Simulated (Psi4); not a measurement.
C₃H₉Al, charge +1, doublet, geometry from GFN2-xTB (such geometries of metal compounds can be far from the true shape) (a state made from the parent by changing its charge; the spin is typed, not shown lowest); HF/STO-3G (Psi4).

Input for Psi4:
```
memory 2 GB

molecule {
1 2
  Al   -0.11017492   -0.11753443   -0.00666433
  C    -1.50958297   -1.50084963   -0.15485164
  H    -1.72462217   -1.73358950   -1.20610585
  H    -2.45001779   -1.17124687    0.30532003
  H    -1.19763804   -2.42823588    0.34418998
  C     0.07074410    1.67849991   -0.95581859
  H     1.08028348    1.76611445   -1.36618107
  H    -0.10898743    2.47585386   -0.23090264
  H    -0.67564031    1.71304257   -1.75118105
  C     1.58527878   -0.02234132    1.12024899
  H     1.64310521    0.95865353    1.59990056
  H     2.44785174   -0.16889424    0.46535812
  H     1.53929993   -0.81560399    1.86876561
}

set basis sto-3g
set reference uhf
set diis_max_vecs 15

energy('scf')
print_variables()
```

### Question
Write the output that Psi4 gives for this input, abridged.

### Answer

```
   => Loading Basis Set <=

    Name: STO-3G
    Role: ORBITAL
    Keyword: BASIS

         ---------------------------------------------------------
                                   SCF
               by Justin Turney, Rob Parrish, Andy Simmonett
                          and Daniel G. A. Smith
                              UHF Reference
         ---------------------------------------------------------

  ==> Geometry <==

    Molecular point group: c1
    Full point group: C1

    Geometry (in Angstrom), charge = 1, multiplicity = 2:

       Center              X                  Y                   Z               Mass
    ------------   -----------------  -----------------  -----------------  -----------------
         AL          -0.101050351211    -0.107724928496    -0.006171951195    26.981538530000
         C           -1.500458401211    -1.491040128496    -0.154359261195    12.000000000000
         H           -1.715497601211    -1.723779998496    -1.205613471195     1.007825032230
         H           -2.440893221211    -1.161437368496     0.305812408805     1.007825032230
         H           -1.188513471211    -2.418426378496     0.344682358805     1.007825032230
         C            0.079868668789     1.688309411504    -0.955326211195    12.000000000000
         H            1.089408048789     1.775923951504    -1.365688691195     1.007825032230
         H           -0.099862861211     2.485663361504    -0.230410261195     1.007825032230
         H           -0.666515741211     1.722852071504    -1.750688671195     1.007825032230
         C            1.594403348789    -0.012531818496     1.120741368805    12.000000000000
         H            1.652229778789     0.968463031504     1.600392938805     1.007825032230
         H            2.456976308789    -0.159084738496     0.465850498805     1.007825032230
         H            1.548424498789    -0.805794488496     1.869257988805     1.007825032230

  Running in c1 symmetry.

  Rotational constants: A =      0.19967  B =      0.13342  C =      0.08380 [cm^-1]
  Rotational constants: A =   5986.00742  B =   3999.74701  C =   2512.15777 [MHz]
  Nuclear repulsion =  148.912708320006942

  Charge       = 1
  Multiplicity = 2
  Electrons    = 39
  Nalpha       = 20
  Nbeta        = 19

  ==> Algorithm <==

  SCF Algorithm Type is DF.
  DIIS enabled.
  MOM disabled.
  Fractional occupation disabled.
  Guess Type is SAD.
  Energy threshold   = 1.00e-06
  Density threshold  = 1.00e-06
  Integral threshold = 1.00e-12

  ==> Primary Basis <==

  Basis Set: STO-3G
    Blend: STO-3G
    Number of shells: 23
    Number of basis functions: 33
    Number of Cartesian functions: 33
    Spherical Harmonics?: true
    Max angular momentum: 1

   => Loading Basis Set <=

    Name: (STO-3G AUX)
    Role: JKFIT
    Keyword: DF_BASIS_SCF

  ==> Integral Setup <==

  SCF_SUBTYPE=INCORE selected. In-core MEM_DF algorithm will be used.
  Using in-core AOs.

  ==> MemDFJK: Density-Fitted J/K Matrices <==

    J tasked:                   Yes
    K tasked:                   Yes
    wK tasked:                   No
    Algorithm:                 Core
    Schwarz Cutoff:           1E-12
    Mask sparsity (%):       1.1019
    Fitting Condition:        1E-10

   => Auxiliary Basis Set <=

  Basis Set: (STO-3G AUX)
    Blend: DEF2-UNIVERSAL-JKFIT
    Number of shells: 167
    Number of basis functions: 515
    Number of Cartesian functions: 602
    Spherical Harmonics?: true
    Max angular momentum: 4

  Minimum eigenvalue in the overlap matrix is 2.3547189931E-01.
  Reciprocal condition number of the overlap matrix is 1.0248677501E-01.
    Using symmetric orthogonalization.

  ==> Pre-Iterations <==

  SCF Guess: Superposition of Atomic Densities via on-the-fly atomic UHF (no occupation information).

   -------------------------
    Irrep   Nso     Nmo
   -------------------------
     A         33      33
   -------------------------
    Total      33      33
   -------------------------

  ==> Iterations <==

                           Total Energy        Delta E     RMS |[F,P]|

   @DF-UHF iter SAD:  -352.15772581152521   -3.52158e+02   0.00000e+00
   @DF-UHF iter   1:  -356.22201372350463   -4.06429e+00   6.80994e-03 ADIIS/DIIS
   @DF-UHF iter   2:  -356.26975616664151   -4.77424e-02   1.83070e-03 ADIIS/DIIS
   @DF-UHF iter   3:  -356.27399900642087   -4.24284e-03   8.30314e-04 ADIIS/DIIS
   @DF-UHF iter   4:  -356.27545555168155   -1.45655e-03   4.28829e-04 ADIIS/DIIS
   @DF-UHF iter   5:  -356.27597221706878   -5.16665e-04   1.78960e-04 ADIIS/DIIS
   @DF-UHF iter   6:  -356.27607267270105   -1.00456e-04   6.54049e-05 DIIS
   @DF-UHF iter   7:  -356.27608617855748   -1.35059e-05   2.38085e-05 DIIS
   @DF-UHF iter   8:  -356.27608810086804   -1.92231e-06   7.85075e-06 DIIS
   @DF-UHF iter   9:  -356.27608827398592   -1.73118e-07   4.63116e-06 DIIS
   @DF-UHF iter  10:  -356.27608837340750   -9.94216e-08   2.15801e-06 DIIS
   @DF-UHF iter  11:  -356.27608840559617   -3.21887e-08   1.38793e-06 DIIS
   @DF-UHF iter  12:  -356.27608842433688   -1.87407e-08   1.10196e-06 DIIS
   @DF-UHF iter  13:  -356.27608844169640   -1.73595e-08   5.07602e-07 DIIS
  Energy and wave function converged.

  ==> Post-Iterations <==

   @Spin Contamination Metric:   7.142606494E-02
   @S^2 Expected:                7.500000000E-01
   @S^2 Observed:                8.214260649E-01
   @S   Expected:                5.000000000E-01
   @S   Observed:                5.000000000E-01

    Orbital Energies [Eh]
    ---------------------

    Alpha Occupied:

       1A    -58.106843     2A    -11.259990     3A    -11.253118
       4A    -11.155640     5A     -5.021572     6A     -3.253005
       7A     -3.247682     8A     -3.245852     9A     -1.150832
      10A     -1.127242    11A     -1.042419    12A     -0.764342
      13A     -0.756962    14A     -0.744987    15A     -0.742778
      16A     -0.730309    17A     -0.675171    18A     -0.671097
      19A     -0.615379    20A     -0.556787

    Alpha Virtual:

      21A      0.079636    22A      0.128026    23A      0.267311
      24A      0.435858    25A      0.483662    26A      0.487984
      27A      0.495468    28A      0.497925    29A      0.517700
      30A      0.538213    31A      0.555689    32A      0.567069
      33A      0.598111

    Beta Occupied:

       1A    -58.108078     2A    -11.243566     3A    -11.237502
       4A    -11.158753     5A     -5.024439     6A     -3.250372
       7A     -3.248705     8A     -3.243478     9A     -1.090864
      10A     -1.063692    11A     -1.049226    12A     -0.745671
      13A     -0.743719    14A     -0.729492    15A     -0.728469
      16A     -0.673552    17A     -0.672941    18A     -0.647025
      19A     -0.513943

    Beta Virtual:

      20A     -0.183100    21A      0.071334    22A      0.183963
      23A      0.334456    24A      0.454253    25A      0.503083
      26A      0.506736    27A      0.520252    28A      0.520739
      29A      0.541014    30A      0.552084    31A      0.554437
      32A      0.569014    33A      0.596126

    Final Occupation by Irrep:
              A
    DOCC [    19 ]
    SOCC [     1 ]
    NA   [    20 ]
    NB   [    19 ]

  @DF-UHF Final Energy:  -356.27608844169640

   => Energetics <=

    Nuclear Repulsion Energy =            148.9127083200069421
    One-Electron Energy =                -779.0820954993159830
    Two-Electron Energy =                 273.8932987376126675
    Total Energy =                       -356.2760884416964018

  UHF NO Occupations:
  HONO-2 :   18  A 1.9990320
  HONO-1 :   19  A 1.9668395
  HONO-0 :   20  A 1.0000000
  LUNO+0 :   21  A 0.0331605
  LUNO+1 :   22  A 0.0009680
  LUNO+2 :   23  A 0.0004876
  LUNO+3 :   24  A 0.0004356

Computation Completed

Properties will be evaluated at   0.000000,   0.000000,   0.000000 [a0]

Properties computed using the SCF density matrix

 Multipole Moments:

 ------------------------------------------------------------------------------------
     Multipole            Electronic (a.u.)      Nuclear  (a.u.)        Total (a.u.)
 ------------------------------------------------------------------------------------

 L = 1.  Multiply by 2.5417464519 to convert [e a0] to [Debye]
 Dipole X            :         -0.2413143            0.6897177            0.4484033
 Dipole Y            :         -0.2462531            0.7414910            0.4952380
 Dipole Z            :         -0.0211456            0.0372184            0.0160727
 Magnitude           :                                                    0.6682698

 ------------------------------------------------------------------------------------

  Variable Map:
  ----------------------------------------------------------------------------
  "CURRENT ENERGY"           =>    -356.276088441696
  "CURRENT REFERENCE ENERGY" =>    -356.276088441696
  "DD SOLVATION ENERGY"      =>       0.000000000000
  "HF KINETIC ENERGY"        =>     351.350257703119
  "HF POTENTIAL ENERGY"      =>    -707.626346144816
  "HF TOTAL ENERGY"          =>    -356.276088441696
  "HF VIRIAL RATIO"          =>       2.014019715741
  "NUCLEAR REPULSION ENERGY" =>     148.912708320007
  "ONE-ELECTRON ENERGY"      =>    -779.082095499316
  "PCM POLARIZATION ENERGY"  =>       0.000000000000
  "PE ENERGY"                =>       0.000000000000
  "SCF ITERATION ENERGY"     =>    -356.276088441696
  "SCF ITERATIONS"           =>      13.000000000000
  "SCF TOTAL ENERGY"         =>    -356.276088441696
  "TWO-ELECTRON ENERGY"      =>     273.893298737613

  Array Variable Map:
  ----------------------------------------------------------------------------
  "CURRENT DIPOLE"           =>       0.448403340779 ... 0.016072728127 1 by 3
  "SCF DIPOLE"               =>       0.448403340779 ... 0.016072728127 1 by 3
  "SCF TOTAL ENERGIES"       =>    -352.157725811525 ... -356.276088441696 1 by 14
```
